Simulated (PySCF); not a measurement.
Nd (neodymium, neutral) across methods

[Xe] 4f4 6s1 6p1, one real determinant (an excited configuration). Computed with PySCF 2.14 in cc-pVDZ-X2C (8s7p5d3f1g, 84 functions), with the spin-free X2C one-electron Hamiltonian (Gaussian nucleus).

```tsv
method	E (hartree)	mean ε 4f α (eV)	mean ε 6s α (eV)	mean ε 6p α (eV)	Σ⟨r²⟩ (bohr²)	⟨S²⟩
PBE0	-9622.85	-5.976	-4.964	-2.549	99.73	12.001
PBE	-9622.86	-3.717	-4.391	-2.065	99.35	12.001
UHF	-9619.57393	-12.548	-6.355	-3.768	103.3	12.003
r2SCAN	-9623.23	-4.109	-4.445	-2.108	99.40	12.003
LDA	-9615.50	-3.778	-4.564	-2.054	98.99	12.001
BHandHLYP	-9623.12	-8.183	-5.373	-2.777	100.4	12.002
TPSS	-9622.84	-3.717	-4.297	-2.059	99.55	12.001
```

⟨L²⟩ = 36.03 against 56 for a pure K term, so this real determinant mixes terms. Spin-orbit coupling, absent here, splits the open shell strongly.
